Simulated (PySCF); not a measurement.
Isomers of CH10N2Si2, mass 106.038 u with the commonest isotopes. The calculation used PBE0/def2-SVPD in PySCF (dipole) on a GFN2-xTB geometry, gas phase. One conformer each, none proved a minimum here; rigid rotors.

Question: Order these by out-of-plane moment Σ m c² = (Ia + Ib − Ic)/2, largest first.
A. `[CH3:1][N:2]([SiH3:3])[SiH2:4][NH2:5]` with C1–N2–Si4–N5 51°, N2–Si4–N5–H 50° and -175°
B. `[NH2:1][SiH:2]([NH2:3])[CH2:4][SiH3:5]` with H–N1–Si2–N3 50° and -176°, N1–Si2–N3–H 180° and 44°, N1–Si2–C4–Si5 68°
C. `[NH2:1][CH2:2][SiH2:3][NH:4][SiH3:5]` with H–N1–C2–Si3 -62° and 180°, N1–C2–Si3–N4 -41°, C2–Si3–N4–Si5 -169°

Answer: A (18.27 u·Å²), B (16.82 u·Å²), C (11.95 u·Å²).

Question: Order these by dipole moment, smallest first.
A. `[NH2:1][SiH:2]([NH2:3])[CH2:4][SiH3:5]` with H–N1–Si2–N3 50° and -176°, N1–Si2–N3–H 180° and 44°, N1–Si2–C4–Si5 68°
B. `[NH2:1][CH2:2][SiH2:3][NH:4][SiH3:5]` with H–N1–C2–Si3 -62° and 180°, N1–C2–Si3–N4 -41°, C2–Si3–N4–Si5 -169°
C. `[CH3:1][N:2]([SiH3:3])[SiH2:4][NH2:5]` with C1–N2–Si4–N5 51°, N2–Si4–N5–H 50° and -175°

Answer: A (0.85 D), C (1.17 D), B (1.92 D).

Question: Order these by rotational constant C, largest first.
A. `[CH3:1][N:2]([SiH3:3])[SiH2:4][NH2:5]` with C1–N2–Si4–N5 51°, N2–Si4–N5–H 50° and -175°
B. `[NH2:1][CH2:2][SiH2:3][NH:4][SiH3:5]` with H–N1–C2–Si3 -62° and 180°, N1–C2–Si3–N4 -41°, C2–Si3–N4–Si5 -169°
C. `[NH2:1][SiH:2]([NH2:3])[CH2:4][SiH3:5]` with H–N1–Si2–N3 50° and -176°, N1–Si2–N3–H 180° and 44°, N1–Si2–C4–Si5 68°

Answer: A (1529 MHz), C (1313 MHz), B (1203 MHz).

| SMILES | point group | Ia (u·Å²) | Ib (u·Å²) | Ic (u·Å²) | κ | μa (D) | μb (D) | μc (D) |
| --- | --- | --- | --- | --- | --- | --- | --- | --- |
| N[SiH](N)C[SiH3] | C1 | 84.55 | 333.98 | 384.89 | -0.91 | 0.48 | 0.36 | 0.61 |
| CN([SiH3])[SiH2]N | C1 | 91.08 | 276.06 | 330.61 | -0.85 | 0.93 | 0.22 | 0.68 |
| NC[SiH2]N[SiH3] | C1 | 75.31 | 368.68 | 420.09 | -0.94 | 1.88 | 0.37 | 0.12 |
